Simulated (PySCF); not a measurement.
Job for PySCF: R-HF/3-21G on BrFHIn (SMILES [F][InH][Br]), a point of a bond scan (R = 3.422 Å).

```python
from pyscf import gto, scf, dft, mp
from pyscf.data.elements import chemcore

mol = gto.M(
    atom='''
    In   -0.57248562    0.30095081   -0.56327296
    H    -1.87410848   -0.22606744   -1.51617296
    F     0.40130921    3.58116411   -0.63132054
    Br    0.85914820   -0.97424994    0.98674182
    ''',
    basis='3-21g',
    charge=0, spin=0, verbose=3, max_memory=1800)
mf = scf.RHF(mol)
mf.conv_tol = 1e-8
mf.max_cycle = 100
mf.kernel()
if not mf.converged:
    mf = mf.newton().run(mf.mo_coeff, mf.mo_occ)
```

Output:

```
converged SCF energy = -8374.1429097221
```

The calculation finished and met its thresholds.

Cost: roughly 0.7 core-seconds.
